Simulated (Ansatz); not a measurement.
BeF₂. Charge 0, multiplicity 1. Geometry PBE-D4/def2-TZVP; atoms count from 1.

```tsv
atom	x (Å)	y (Å)	z (Å)
Be1	0.0015	0.0003	-0.0005
F2	-0.4759	0.7164	-1.0933
F3	0.4744	-0.7167	1.0937
```

**Question.** Estimate the Mulliken populations from the PBE0/def2-TZVP orbitals of Ansatz.

**Answer.** 
| atom | charge (e) |
| --- | --- |
| Be1 | 0.59 |
| F2 | -0.29 |
| F3 | -0.29 |
Mulliken values depend strongly on the basis.

**Question.** And the Mayer bond orders between heavy atoms (over 0.3)?

**Answer.** Be1–F2 1.16 (1.39 Å); Be1–F3 1.16 (1.39 Å).
